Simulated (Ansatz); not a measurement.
Reaction (ligand exchange at the Si–F bond): `B[SiH](F)F` + HCl → `B[SiH](F)Cl` + H–F

Program: Ansatz. Geometries: PBE0-D4/def2-TZVP. ΔE: electronic, gas phase. CCSD(T)/CBS adds triple-zeta CCSD(T) − MP2 to the extrapolated MP2 energy (def2 sets, frozen cores). This one scheme is used for every species. DFT in def2-TZVPP. B3LYP here is the variant with VWN-RPA as its local correlation; programs differ in this. HSE06 is defined as in plane-wave codes.

`B[SiH](F)F`:

Z-matrix (Å, degrees):
```
Si
F 1 1.594
F 1 1.594 2 106.1
B 1 2.012 2 111.5 3 121.5
H 1 1.486 2 107.5 3 -114.7
H 4 1.194 1 120.9 2 -150.9
H 4 1.194 1 120.9 2 32.7
```

HCl:

Z-matrix (Å, degrees):
```
Cl
H 1 1.279
```

`B[SiH](F)Cl`:

```xyz
7

B     1.142   -0.300    0.323
Si   -0.637    0.348   -0.314
F    -0.936    0.009   -1.844
Cl   -1.894   -0.782    0.861
H     1.639    0.184    1.295
H     1.680   -1.230   -0.196
H    -0.994    1.772   -0.124
```

H–F:

Z-matrix (Å, degrees):
```
F
H 1 0.920
```

| level | ΔE (kcal/mol) | difference from CCSD(T)/CBS |
| --- | --- | --- |
| PBE-D4 | 6.7 | -2.3 |
| revPBE-D4 | 6.1 | -2.9 |
| BLYP-D4 | 9.1 | 0.1 |
| r2SCAN-D4 | 8.9 | -0.1 |
| B97M-V | 10.0 | 1.0 |
| PBE0-D4 | 7.2 | -1.8 |
| B3LYP-D4 | 9.5 | 0.5 |
| r2SCANh-D4 | 8.8 | -0.2 |
| r2SCAN0-D4 | 8.8 | -0.2 |
| HSE06-D4 | 7.1 | -1.9 |
| BHLYP-D4 | 10.4 | 1.4 |
| CAM-B3LYP-D4 | 11.2 | 2.2 |
| ωB97X-V | 9.8 | 0.8 |
| ωB97M-V | 9.3 | 0.3 |
| PBE-QIDH | 8.4 | -0.6 |
| PBE | 7.5 | -1.5 |
| revPBE | 7.6 | -1.4 |
| PBE0 | 7.9 | -1.1 |
| B3LYP | 10.9 | 1.9 |
| r2SCANh | 9.0 | 0.0 |
| r2SCAN0 | 9.0 | 0.0 |
| HSE06 | 7.8 | -1.2 |
| BHLYP | 11.7 | 2.7 |
| CAM-B3LYP | 11.9 | 2.9 |
| LC-ωPBE | 9.7 | 0.7 |
| RPA@PBE/def2-TZVPP | 11.1 | 2.1 |
| HF/def2-SVP | 10.9 | 1.9 |
| MP2/def2-SVP | 9.4 | 0.4 |
| CCSD/def2-SVP | 10.3 | 1.3 |
| CCSD(T)/def2-SVP | 9.9 | 0.9 |
| HF/def2-TZVPP | 13.2 | 4.2 |
| MP2/def2-TZVPP | 8.7 | -0.3 |
| SCS-MP2/def2-TZVPP | 10.3 | 1.3 |
| CCSD/def2-TZVPP | 10.8 | 1.8 |
| CCSD(T)/def2-TZVPP | 10.0 | 1.0 |
| HF/def2-QZVPP | 13.6 | 4.6 |
| MP2/def2-QZVPP | 8.3 | -0.7 |
| HF/CBS(def2) | 13.7 | 4.7 |
| MP2/CBS(def2) | 7.7 | -1.3 |
| CCSD/CBS(def2) | 9.7 | 0.7 |
| CCSD(T)/CBS | 9.0 | 0 |

What do rigid-rotor, harmonic-oscillator terms from PBE0-D4/def2-TZVP frequencies (298.15 K, 1 bar) make of the CCSD(T)/CBS value? (Best estimate.)

Computed: ΔZPE = +1.1 kcal/mol, ΔH = +10.2 kcal/mol, ΔS = -10 J/(mol·K), ΔG = +10.9 kcal/mol. Modes under 50 cm⁻¹ make the entropy rough.

Largest T1 diagnostic among the species: 0.012.

The D4 term adds −1.3 kcal/mol with B3LYP and −0.7 kcal/mol with PBE0; it sums over pairs of atoms, weighted by their polarisabilities, and B3LYP, whose exchange is more repulsive, gets the larger term. In def2-TZVPP, CCSD(T) changes the Hartree–Fock value by −3.1 kcal/mol (the triples alone add −0.7 kcal/mol) and MP2 by −4.4 kcal/mol. Leaving LDA and LC-ωPBE aside and taking each functional with its dispersion term where it has one, the values spread over 5.1 kcal/mol, from revPBE-D4 to CAM-B3LYP-D4.
